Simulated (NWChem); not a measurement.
## Polarisability of H$_{2}$Be

```
Be
H 1 1.3442
H 1 1.3442 2 180.00
```
Charge 0, spin multiplicity 1.

All runs are NWChem calculations. Structure: optimised with PBE/def2-SVP, a minimum by its harmonic frequencies.

Basis set: 6-31G*. The field's frequency is 0.0773 Ha (589 nm). This basis has no diffuse functions, which lowers polarisabilities.

B3LYP has NWChem's definition, with VWN1-RPA local correlation. The Pople sets run with spherical d functions. The structure started from a generated list of species.

**Question.** One of these methods gave an isotropic polarisability of 14.48 bohr³. Which?
(A) LDA (SVWN5)
(B) PBE
(C) HF
(D) B3LYP

**Answer.** C, HF. The others give 17.66 (LDA (SVWN5)), 17.31 (PBE), 16.27 (B3LYP).
